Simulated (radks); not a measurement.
The numbers below are computed, except where a source is named.
Task: The mean radii <r> (bohr) of the occupied orbitals of an atom or ion are listed with their occupations. Code: a radial shooting solver on a logarithmic mesh with Libxc functionals. Model: scalar-relativistic Kohn-Sham, PBE, spin-polarised, spherical densities, finite nucleus; Fermi nuclear charge, rms radius of each element as measured or else 0.836 A^(1/3) + 0.57 fm.

| orbital | occ. | <r> |
|---|---|---|
| 1s up | 1 | 0.02723 |
| 1s down | 1 | 0.02723 |
| 2s up | 1 | 0.1171 |
| 2s down | 1 | 0.1171 |
| 2p up | 3 | 0.1024 |
| 2p down | 3 | 0.1024 |
| 3s up | 1 | 0.3127 |
| 3s down | 1 | 0.3126 |
| 3p up | 3 | 0.3103 |
| 3p down | 3 | 0.3102 |
| 3d up | 5 | 0.2859 |
| 3d down | 5 | 0.2858 |
| 4s up | 1 | 0.6952 |
| 4s down | 1 | 0.6950 |
| 4p up | 3 | 0.7249 |
| 4p down | 3 | 0.7251 |
| 4d up | 2 | 0.7676 |

Name the element and its charge. Open shells, if any, are filled with parallel spins first.

Result: Z = 53, iodine, charge +15: I15+ in [Kr] 4d2. The 1s radius gives Z: for a bare nucleus <r> = (2 gamma + 1)/(2Z) with gamma = sqrt(1 - (Z/c)^2), 0.02683 bohr for Z = 53, and screening makes it slightly larger (0.02723 here). The occupations add up to 38, and the charge is Z minus that.
